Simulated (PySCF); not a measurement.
Electronic absorption of SiBr4

Compound: SiBr₄.
SMILES: `Br[Si](Br)(Br)Br`

Level of theory: TDDFT CAM-B3LYP/def2-SVPD, vertical, gas phase, core orbitals frozen in the response in PySCF 2.14.0, density-fitted response routines. Isolated species at its PBE0-D3(BJ)/def2-SVP geometry, gas phase. The CAM-B3LYP/def2-SVPD calculation is non-relativistic and has no spin–orbit coupling, an omission that weighs most on bromine.

```json
{"state": "S1", "E (eV)": "5.79", "ν̃ (cm⁻¹)": "46690", "f": "0.0000", "symmetry": "–", "main configurations (H = HOMO, L = LUMO)": "H-2/H-1/H→L (≥93%)"}
{"state": "S2", "E (eV)": "5.79", "ν̃ (cm⁻¹)": "46700", "f": "0.0000", "symmetry": "–", "main configurations (H = HOMO, L = LUMO)": "H-2/H-1/H→L (≥88%)"}
{"state": "S3", "E (eV)": "5.79", "ν̃ (cm⁻¹)": "46740", "f": "0.0000", "symmetry": "–", "main configurations (H = HOMO, L = LUMO)": "H-2/H-1/H→L (≥88%)"}
{"state": "S4", "E (eV)": "6.60", "ν̃ (cm⁻¹)": "53220", "f": "0.071", "symmetry": "T2", "main configurations (H = HOMO, L = LUMO)": "H-3→L (55%), H-4→L (33%)"}
{"state": "S5", "E (eV)": "6.60", "ν̃ (cm⁻¹)": "53230", "f": "0.071", "symmetry": "T2", "main configurations (H = HOMO, L = LUMO)": "H-4→L (53%), H-3→L (33%)"}
{"state": "S6", "E (eV)": "6.61", "ν̃ (cm⁻¹)": "53300", "f": "0.073", "symmetry": "T2", "main configurations (H = HOMO, L = LUMO)": "H-5→L (85%)"}
{"state": "S7", "E (eV)": "6.70", "ν̃ (cm⁻¹)": "54040", "f": "0.0001", "symmetry": "–", "main configurations (H = HOMO, L = LUMO)": "H-6→L (76%), H-2/H-1/H→L+3 (≥10%)"}
{"state": "S8", "E (eV)": "6.71", "ν̃ (cm⁻¹)": "54110", "f": "0.0001", "symmetry": "–", "main configurations (H = HOMO, L = LUMO)": "H-7→L (75%), H-2/H-1/H→L+1/L+2 (≥8%)"}
{"state": "S9", "E (eV)": "7.39", "ν̃ (cm⁻¹)": "59640", "f": "0.0000", "symmetry": "–", "main configurations (H = HOMO, L = LUMO)": "H-2/H-1/H→L+1/L+2 (≥48%), H-2/H-1/H→L+3 (≥19%)"}
```

Triplets (Tamm–Dancoff): T1 5.40 eV, H-2/H-1/H→L (≥88%); T2 5.40 eV, H-2/H-1/H→L (≥88%); T3 5.41 eV, H-2/H-1/H→L (≥75%).

The lowest singlet level (S1/S2/S3) comes at 214 nm (559 kJ/mol) in the ultraviolet; it is dark (f under 0.0005). The strongest level in the table is S4/S5/S6 at 6.60 eV (188 nm, f = 0.215 summed). S1/S2/S3, S4/S5/S6 and S7/S8 lie within about 0.01 eV of each other in each set; the point group Td has degenerate representations, and within a degenerate level the listed configurations can mix freely. Löwdin shares by element: HOMO (one of a set within 0.03 eV) bromine 100%; LUMO bromine 80% (atoms not listed hold the other 20%). The listed states span 1.61 eV, and the widest gap between neighbours is 0.80 eV (S3 to S4). Of the 9 states listed, 3 reach f = 0.01 and 6 stay under 0.0005. Orbital energies (eV): HOMO-3 -10.78, HOMO-2 -10.03, HOMO-1 -10.02, HOMO -10.02, LUMO -0.96, LUMO+1 0.63, LUMO+2 0.64. The vertical ionisation energy (ΔSCF) is 10.85 eV, 3.46 eV above S9. Symmetry labels in Td follow from the direction of the transition dipole and are given only for states with f of 0.002 or more. Orbitals of the list HOMO-3 to LUMO+2 that lie within 0.01 eV of each other are written together with a slash and their weights summed (≥ marks a lower bound); for degenerate orbitals outside that list single weights are arbitrary. The window holds the lowest 10 singlets. The highest level found (7.48 eV, f 0.0000 so far) is left out, since the window may have cut off a degenerate partner.
